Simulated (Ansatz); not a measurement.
Molecule: sum formula SiN$_{3}$H$_{6}$Cl, charge 0, multiplicity 1. SMILES: [Si](Cl)(N)(N)N
Geometry from a B3LYP-D3(BJ)/def2-TZVP (Ansatz, a quantum-chemistry and plane-wave program) optimisation:
```
Si
N 1 1.7036
H 2 1.0067 1 119.06
H 2 1.0068 3 112.37 1 -152.40
N 1 1.7036 2 110.19 3 124.01
H 5 1.0066 1 119.06 2 1.60
H 5 1.0067 6 112.38 1 -152.47
N 1 1.7038 2 110.10 3 2.24
H 8 1.0067 1 118.98 2 124.17
H 8 1.0068 9 112.34 1 -152.12
Cl 1 2.1018 2 108.83 3 -116.92
```
Charge 0, spin multiplicity 1.

Parts of the frozen-core correlation energy in 6-31G* (Ansatz, hartree). Frozen orbitals: 13; correlated occupied orbitals by spin: 16 and 16; virtual: 66 and 66. Spin-orbit coupling is left out. Non-relativistic.

```csv
term,value
reference (HF),-915.38793
MP2 opposite-spin,-0.51939
MP2 same-spin,(withheld)
CCSD correlation,(withheld)
(T),(withheld)
T1 diagnostic,0.010
largest doubles amplitude,0.022
```

Problem. Complete the blanks.

Solution. 
- MP2 same-spin, value: -0.18004
- CCSD correlation, value: -0.74563
- (T), value: -0.01628
